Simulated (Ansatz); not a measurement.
Al₂B₅. Total charge 0; doublet. Geometry PBE0-D4/def2-SVP.

```xyz
7

B    -0.774   -0.399   -1.460
B    -0.007    0.012    0.000
B    -1.482   -0.818   -0.156
B     1.479    0.823    0.156
B     0.772    0.402    1.460
Al   -1.003   -0.608    1.858
Al    1.014    0.588   -1.859
```

LC-ωPBE has ω = 0.4 bohr⁻¹. At HF/def2-TZVP, LC-ωPBE/def2-TZVP the charge 0 doublet is spin-contaminated (final ⟨S²⟩ up to 1.82, 0.75 for a pure state). Another isomer (doublet) lies 0.28 eV lower at PBE0-D4/def2-TZVP; other spin states weren't run for this one.

(1) Estimate the α-spin orbital energies around the gap (eV) in Ansatz with HF/def2-TZVP, PBE-D4/def2-TZVP, r2SCAN-D4/def2-TZVP, PBE0-D4/def2-TZVP, LC-ωPBE/def2-TZVP.

Answers

(1) 
```json
{"orbital": "HOMO−5", "HF/def2-TZVP": "-11.45", "PBE-D4/def2-TZVP": "-7.80", "r2SCAN-D4/def2-TZVP": "-8.08", "PBE0-D4/def2-TZVP": "-8.82", "LC-ωPBE/def2-TZVP": "-11.55"}
{"orbital": "HOMO−4", "HF/def2-TZVP": "-10.92", "PBE-D4/def2-TZVP": "-7.59", "r2SCAN-D4/def2-TZVP": "-7.88", "PBE0-D4/def2-TZVP": "-8.76", "LC-ωPBE/def2-TZVP": "-11.48"}
{"orbital": "HOMO−3", "HF/def2-TZVP": "-9.63", "PBE-D4/def2-TZVP": "-6.32", "r2SCAN-D4/def2-TZVP": "-6.50", "PBE0-D4/def2-TZVP": "-7.25", "LC-ωPBE/def2-TZVP": "-9.65"}
{"orbital": "HOMO−2", "HF/def2-TZVP": "-9.13", "PBE-D4/def2-TZVP": "-5.95", "r2SCAN-D4/def2-TZVP": "-6.14", "PBE0-D4/def2-TZVP": "-7.04", "LC-ωPBE/def2-TZVP": "-9.60"}
{"orbital": "HOMO−1", "HF/def2-TZVP": "-8.24", "PBE-D4/def2-TZVP": "-5.61", "r2SCAN-D4/def2-TZVP": "-5.73", "PBE0-D4/def2-TZVP": "-6.27", "LC-ωPBE/def2-TZVP": "-8.38"}
{"orbital": "HOMO", "HF/def2-TZVP": "-7.68", "PBE-D4/def2-TZVP": "-5.27", "r2SCAN-D4/def2-TZVP": "-5.54", "PBE0-D4/def2-TZVP": "-6.09", "LC-ωPBE/def2-TZVP": "-8.37"}
{"orbital": "LUMO", "HF/def2-TZVP": "-0.25", "PBE-D4/def2-TZVP": "-3.82", "r2SCAN-D4/def2-TZVP": "-3.76", "PBE0-D4/def2-TZVP": "-3.10", "LC-ωPBE/def2-TZVP": "-1.31"}
{"orbital": "LUMO+1", "HF/def2-TZVP": "0.00", "PBE-D4/def2-TZVP": "-3.64", "r2SCAN-D4/def2-TZVP": "-3.61", "PBE0-D4/def2-TZVP": "-3.09", "LC-ωPBE/def2-TZVP": "-1.17"}
{"orbital": "LUMO+2", "HF/def2-TZVP": "0.51", "PBE-D4/def2-TZVP": "-3.58", "r2SCAN-D4/def2-TZVP": "-3.52", "PBE0-D4/def2-TZVP": "-2.87", "LC-ωPBE/def2-TZVP": "-0.75"}
{"orbital": "LUMO+3", "HF/def2-TZVP": "1.77", "PBE-D4/def2-TZVP": "-1.75", "r2SCAN-D4/def2-TZVP": "-1.49", "PBE0-D4/def2-TZVP": "-0.99", "LC-ωPBE/def2-TZVP": "0.98"}
{"orbital": "LUMO+4", "HF/def2-TZVP": "2.62", "PBE-D4/def2-TZVP": "-0.93", "r2SCAN-D4/def2-TZVP": "-0.76", "PBE0-D4/def2-TZVP": "-0.04", "LC-ωPBE/def2-TZVP": "2.09"}
{"orbital": "LUMO+5", "HF/def2-TZVP": "3.18", "PBE-D4/def2-TZVP": "-0.50", "r2SCAN-D4/def2-TZVP": "-0.17", "PBE0-D4/def2-TZVP": "0.30", "LC-ωPBE/def2-TZVP": "2.12"}
{"orbital": "β HOMO", "HF/def2-TZVP": "-8.33", "PBE-D4/def2-TZVP": "-5.63", "r2SCAN-D4/def2-TZVP": "-5.77", "PBE0-D4/def2-TZVP": "-6.31", "LC-ωPBE/def2-TZVP": "-8.44"}
{"orbital": "β LUMO", "HF/def2-TZVP": "-0.06", "PBE-D4/def2-TZVP": "-4.45", "r2SCAN-D4/def2-TZVP": "-4.14", "PBE0-D4/def2-TZVP": "-3.57", "LC-ωPBE/def2-TZVP": "-1.41"}
```
